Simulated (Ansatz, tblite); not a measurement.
Cost and result up the ladder for GeH(NMe2)3 (C₆H₁₉GeN₃) (29 atoms). Total charge 0; singlet. Geometry: PBE-D4/def2-SVP.

```xyz
29

Ge   -0.2690    0.6291   -0.3386
H    -0.6413    1.8773   -1.1940
N     1.4441    0.9499    0.2974
C     2.1225   -0.0770    1.0609
C     2.3273    1.8507   -0.4094
H     2.7660   -0.7450    0.4324
H     1.3840   -0.7152    1.5873
H     2.7867    0.3740    1.8363
H     1.7446    2.6021   -0.9811
H     2.9805    2.4108    0.3019
H     3.0100    1.3336   -1.1326
N    -0.5645   -0.8381   -1.4351
C    -0.2562   -2.1667   -0.9480
C    -0.4861   -0.6961   -2.8723
H    -0.9646   -2.9205   -1.3674
H    -0.3491   -2.2013    0.1565
H     0.7766   -2.5089   -1.2158
H    -0.7253    0.3437   -3.1767
H     0.5224   -0.9461   -3.2933
H    -1.2199   -1.3662   -3.3812
N    -1.2335    0.2313    1.1849
C    -2.5528   -0.3572    1.0779
C    -1.0093    0.9763    2.4067
H    -2.7183   -1.1209    1.8750
H    -2.6681   -0.8579    0.0962
H    -3.3748    0.3971    1.1784
H    -0.0063    1.4465    2.3868
H    -1.7663    1.7863    2.5670
H    -1.0593    0.3083    3.2996
```

Ansatz on 2 threads of AMD EPYC 7R13 on a shared host and a share (18 GiB) of an NVIDIA H100 80GB HBM3; xTB runs through tblite on one thread. Times are rough, summed over both states, and most runs start from the orbitals of an earlier one. PBE0-D4/def2-TZVP serves as the yardstick here, not as an exact answer. The other state is a triplet.

The xTB rows come from tblite. Single mean-field runs in def2-TZVP are fitted with def2-universal-jkfit.

Run but left out: PBE-D4/def2-TZVP (triplet: an occupied level 0.04 eV above an empty one).

xTB has no spin-polarisation term.

```
                            level  functions  vertical triplet (eV)  difference from PBE0-D4/def2-TZVP (eV)
                         GFN1-xTB         83                   5.23                                    0.04
r2SCAN-D4/def2-TZVP (with forces)        441                   4.89                                   -0.30
  PBE0-D4/def2-TZVP (with forces)        441                   5.20                                    0.00
                         GFN2-xTB         64                   5.71                                    0.51
```

**Question.** Estimate how long each takes.

**Answer.** GFN2-xTB 0.043 s; GFN1-xTB 0.078 s; r2SCAN-D4/def2-TZVP (with forces) 19 s; PBE0-D4/def2-TZVP (with forces) 21 s. On shared hardware such times vary by a factor of up to 3.
